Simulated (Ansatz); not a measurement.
A structure relaxed at r2SCAN-D4/def2-SVP in Ansatz, charge 0, doublet:

```xyz
15

Cu   -0.085    0.027    0.243
Cu   -1.745   -1.624   -0.058
Cu   -1.447    0.372   -1.711
Cu    1.292   -0.311    2.173
Cu    1.518    1.695    0.714
Cu   -0.474    1.467    2.082
Cu   -2.333    0.646    0.795
Cu    2.166   -0.604   -0.334
Cu    0.305   -1.452   -1.596
Cu    0.846    1.088   -1.689
Cu   -0.849    2.200   -0.281
Cu    0.688   -2.148    0.743
Cu   -1.016   -0.991    2.168
Cl   -2.042   -1.912   -2.343
Cl    3.176    1.547   -0.906
```

**Question.** Give its formula and point group.

**Answer.** Cu13Cl2. Point group C2 (tolerance 0.1 Å).

**Question.** Summarise the bond lengths by kind (pairs closer than 1.2 times the sum of covalent radii, bridged metal pairs left out).

**Answer.** 36 × Cu–Cu 2.36 to 2.67 Å; 6 × Cl–Cu 2.32 to 2.51 Å.

Single mean-field runs in def2-SVP are fitted with def2-universal-jkfit. The charge 0 doublet is spin-contaminated (final ⟨S²⟩ up to 0.95, 0.75 for a pure state). The relaxation made no stability test and no search for a lower SCF solution. No other spin state of charge 0 was run.
